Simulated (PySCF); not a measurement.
Work out the structure from these simulated measurements.

Formula: C7H16.

* 1H NMR: chemical shifts (computed TMS as zero) by class: 1.02 (6 H), 0.90 (9 H), 0.53 (1 H) ppm [GIAO HF/pcSseg-1]
* UV, first state: lowest singlet excitation: 8.52 eV (145 nm, f = 0.000) [TDDFT CAM-B3LYP/def2-SVPD]
* UV, strongest line: among the 10 lowest singlet transitions: S10 at 9.23 eV (134 nm, f = 0.050) [TDDFT CAM-B3LYP/def2-SVPD]
* Dipole: 0.05 D [CAM-B3LYP/def2-SVPD]
* 13C NMR: chemical shifts (computed TMS as zero) by class: 35.8 (1 C), 24.0 (3 C), 12.1 (3 C) ppm [GIAO HF/pcSseg-1]
* Triplet: lowest triplet excitation (Tamm–Dancoff): 8.33 eV [TDA CAM-B3LYP/def2-SVPD]
* Rotational structure: rotational constants A, B, C: 2.703, 1.923, 1.296 GHz [PBE0-D3(BJ)/def2-SVP]
* Polarisability: 86.7 au [CAM-B3LYP/def2-SVPD]
* Valence photoelectron: vertical ionisation energy: 10.57 eV [ΔSCF CAM-B3LYP/def2-SVPD]

Gas-phase values; electronic properties from PySCF, density fitting. Levels stand in brackets. Isolated species at its PBE0-D3(BJ)/def2-SVP geometry (one conformer only). NMR values are class means; diastereotopic atoms form classes of their own.

Task: Propose a structure and show how it fits.

Result: Numbering: `[CH3:1][CH2:2][CH:3]([CH2:4][CH3:5])[CH2:6][CH3:7]`. Its formula, C7H16, gives 0 degrees of unsaturation, so no ring and no π bond. 7 carbons fall into 3 classes; from least to most shielded: sp3 CH carbon [C3] (35.8 ppm), chain CH2 carbon [C2/C4/C6] (24.0 ppm, 3 C, up to 6.5 ppm apart in this geometry), methyl carbon [C1/C5/C7] (12.1 ppm, 3 C, up to 6.4 ppm apart in this geometry). Hydrogen classes from least to most shielded: 6 H on 3 chain CH2 carbons, C2/C4/C6 (1.02 ppm, a mean of values up to 0.7 ppm apart in this geometry), 9 H on 3 methyl carbons, C1/C5/C7 (0.90 ppm), 1 H on an sp3 CH carbon, C3 (0.53 ppm). The first electron is taken from the HOMO, whose largest Löwdin shares are 0.17 on a chain CH2 carbon, 0.16 on the sp3 CH carbon, 0.12 on a chain CH2 carbon and 0.09 on a chain CH2 carbon. The optimised geometry has point group C1 and is an asymmetric top. Structure: 3-ethylpentane (`CCC(CC)CC`). Computed isomers that give other values at the same levels: `CCC(C)(C)CC` (rotational constant A: 2.565 GHz; this holds for the one conformer computed); `CC(C)CC(C)C` (rotational constant A: 4.123 GHz; this holds for the one conformer computed); `CCCCCCC` (rotational constant A: 12.117 GHz; this holds for the one conformer computed). The assignments are read from this structure; whether some other isomer fits the data as well wasn't checked.

Conformer computed: `[CH3:1][CH2:2][CH:3]([CH2:4][CH3:5])[CH2:6][CH3:7]`: C1–C2–C3–C4 65°, C2–C3–C4–C5 162°, C2–C3–C6–C7 -58°.
